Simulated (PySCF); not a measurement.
PySCF input for Al(F)(Cl)(Me) (CH3AlClF), SMILES [CH3][Al]([F])[Cl], PBE0/pcJ-1. Geometry: PBE0-D3(BJ)/def2-SVP.

```python
import numpy as np
from pyscf import gto, scf, dft
from pyscf.prop.ssc import rks as ssc

mol = gto.M(
    atom='''
    Al   -0.00515899   -0.37612781    0.12497075
    F    -1.28752349   -1.37956839   -0.20808446
    Cl   -0.18176949    1.58148818   -0.59877787
    C     1.53243989   -1.01701538    1.09626816
    H     2.12241797   -0.19300731    1.52438651
    H     2.19257146   -1.58388473    0.41854665
    H     1.23523088   -1.70053749    1.90682215
    ''',
    basis='pcJ-1',
    charge=0,
    spin=0,
    max_memory=1600,
    verbose=3,
)
mf = dft.RKS(mol, xc='pbe0')
mf.grids.level = 3
mf.conv_tol = 1e-10
mf.max_cycle = 100
mf.kernel()
j = ssc.SSC(mf)
j.with_fcsd = True
j.max_cycle_cphf = 80
j.conv_tol = 1e-7
e11 = j.kernel()
```

Log of the run:

```
converged SCF energy = -837.564846609823
Reduced spin-spin coupling constant K (Hz)
               #0        #1        #2        #3        #4
        0 Al   0.00000
        1 F  -47.55125   0.00000
        2 Cl -62.15351  -7.43411   0.00000
        3 C   77.40530   1.97175   2.79026   0.00000
        4 H   -1.23705   0.35390  -0.19609  16.12196   0.00000
        5 H   -1.26385  -0.04095   0.07962  15.19804  -0.50960
        6 H   -1.41927  -0.13615   0.37888  15.82800  -0.45683
               #5        #6
        5 H    0.00000
        6 H   -0.53068   0.00000
Spin-spin coupling constant J (Hz)
               #0        #1        #2        #3        #4
        0 Al   0.00000
        1 F  -364.16807   0.00000
        2 Cl -49.60449 -21.41618   0.00000
        3 C  158.39214  14.56371   2.14773   0.00000
        4 H  -10.06478  10.39340  -0.60012 126.50769   0.00000
        5 H  -10.28289  -1.20250   0.24369 119.25770 -15.89951
        6 H  -11.54739  -3.99833   1.15956 124.20098 -14.25298
               #5        #6
        5 H    0.00000
        6 H  -16.55734   0.00000
```

The run converged.
